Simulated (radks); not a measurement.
Spherical jellium clusters: N electrons in a uniform positive sphere of charge N and radius rs N^(1/3), rs = 3.89 bohr. Calculated with a radial shooting solver with Libxc functionals: non-relativistic Kohn-Sham, LDA (Slater exchange, Perdew-Wang correlation), spin-polarised, spherical densities. Levels are named by radial order and angular momentum (1s, 1p, 1d, 2s, ...), and open shells are averaged over m.

N = 20, configuration 1s2 1p6 1d10 2s2. This is the lowest configuration that the search found. Occupied and some empty levels:

level  occupation  eigenvalue (eV)  <r> (bohr)
1s              2          -5.1622       6.784
1p              6          -4.3988       7.866
1d             10          -3.3927       8.693
2s              2          -2.7662       7.248
1f              0          -2.2099       9.477
2p              0          -1.5322       9.233
1g              0         -0.91620       10.40

Energy (eV): total -37.5886, kinetic 35.323, external -1219.4, Hartree 602.09, exchange-correlation -74.122, background 618.49. Static polarisability (adiabatic kernel): 1621 bohr^3, against R^3 = 1177 for a classical metal sphere.
